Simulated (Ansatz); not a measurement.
The same path of a periodic cell of 15 atoms, TiW₁₄ (host W, host structure bcc, dopant Ti, one W atom removed) was run twice with different band settings. Lost on the way: Ti1–W12, Ti1–W13, Ti1–W14, Ti1–W15. Made: Ti1–W5, Ti1–W6, Ti1–W8, Ti1–W11.

The calculation used Ansatz 0.2.0, DFT PBE, scalar-relativistic, plane waves, PAW. Settings: PAW set soft_1, cutoff 420 eV, k mesh 3x3x3, gaussian smearing 0.1 eV, no spin polarisation.

Relaxed end points:

```xyz
15
Lattice="6.3200 0.0000 0.0000 0.0000 6.3200 0.0000 0.0000 0.0000 6.3200" Properties=species:S:1:pos:R:3
Ti 0.065 0.048 0.055
W 3.169 0.002 0.010
W 0.021 3.151 0.010
W 0.022 0.002 3.158
W 3.143 3.125 0.034
W 3.143 0.027 3.132
W 4.734 1.590 1.597
W 0.045 3.124 3.132
W 1.608 4.716 1.597
W 1.608 1.590 4.724
W 3.172 3.154 3.161
W 4.761 4.743 1.582
W 4.761 1.574 4.750
W 1.593 4.743 4.750
W 4.745 4.727 4.734
```

```xyz
15
Lattice="6.3200 0.0000 0.0000 0.0000 6.3200 0.0000 0.0000 0.0000 6.3200" Properties=species:S:1:pos:R:3
Ti 1.532 1.532 1.532
W 3.184 -0.012 -0.012
W -0.012 3.184 -0.012
W -0.012 -0.012 3.184
W 3.155 3.155 0.005
W 3.155 0.005 3.155
W 4.748 1.576 1.576
W 0.005 3.155 3.155
W 1.576 4.748 1.576
W 1.576 1.576 4.748
W 3.171 3.171 3.171
W 4.773 4.773 1.552
W 4.773 1.552 4.773
W 1.552 4.773 4.773
W 4.744 4.744 4.744
```

Common settings: climbing image yes; spring 5.0 eV/Å²; end points relaxed.

| run | movable images | optimiser | start path | force threshold | iteration limit |
| --- | --- | --- | --- | --- | --- |
| 1 | 7 | fire | IDPP | 0.03 eV/Å | 29 |
| 2 | 2 | quadratic models (default) | default | 0.05 eV/Å | 50 |

(1) What does each run give, and how far can it be trusted?

Results:

(1) Run 1: converged after 26 iterations, highest image 1.012 eV above the first end. By the program's own check the climbing image is a first-order saddle point (lowest curvatures found: -1.89 and 7.87 eV/Å²).
Run 2: converged after 7 iterations, highest image 1.011 eV above the first end. The order of the point at the top wasn't checked. So few images can step over the top or miss a turn of the path.
Limits of this set-up: coarse k mesh, a small cell, in which the defect meets its images, a typed lattice constant that wasn't relaxed here.
